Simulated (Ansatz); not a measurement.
C₂H₇GaN₂ (`C[N]1C[NH][GaH]1`) at its PBE0-D4/def2-TZVP geometry, where that method's forces vanish. The species carries charge 0 and has multiplicity 1.

| atom | x (Å) | y (Å) | z (Å) |
| --- | --- | --- | --- |
| C1 | -1.4161 | 0.9207 | -0.3673 |
| N2 | -0.1246 | 0.3975 | -0.0575 |
| C3 | 0.1695 | -1.0072 | -0.2818 |
| N4 | 1.3819 | -1.1797 | 0.5130 |
| Ga5 | 1.3970 | 0.6220 | 0.9482 |
| H6 | -2.2248 | 0.3926 | 0.1609 |
| H7 | -1.6383 | 0.8623 | -1.4427 |
| H8 | -1.4712 | 1.9734 | -0.0831 |
| H9 | 0.3254 | -1.2367 | -1.3491 |
| H10 | -0.6547 | -1.6466 | 0.0786 |
| H11 | 2.0885 | -1.7918 | 0.1399 |
| H12 | 2.1674 | 1.6934 | 1.7409 |

(1) For each bond, give half the difference of the two atoms' forces along it (eV/Å; positive pushes the atoms apart) under PBE-D4, r2SCAN-D4, B3LYP-D4, ωB97M-V in def2-TZVPP. (Best estimate.)

Answers

(1) Computed: 
```tsv
bond	length (Å)	PBE-D4	r2SCAN-D4	B3LYP-D4	ωB97M-V
C1–N2	1.428	-0.03	0.13	0.10	0.26
C1–H6	1.101	0.10	-0.04	-0.06	-0.12
C1–H7	1.100	0.11	-0.04	-0.07	-0.12
C1–H8	1.092	0.08	-0.05	-0.09	-0.09
N2–C3	1.453	0.10	0.14	0.18	0.19
N2–Ga5	1.838	0.32	0.04	0.21	-0.07
C3–N4	1.460	0.08	0.16	0.25	0.30
C3–H9	1.103	0.08	-0.07	-0.15	-0.18
C3–H10	1.104	0.10	-0.04	-0.15	-0.20
N4–Ga5	1.854	0.30	0.10	0.30	0.08
N4–H11	1.007	0.18	-0.01	-0.14	-0.12
Ga5–H12	1.539	-0.27	-0.19	-0.26	-0.15
```

B3LYP here is the variant with VWN-RPA as its local correlation; programs differ in this.
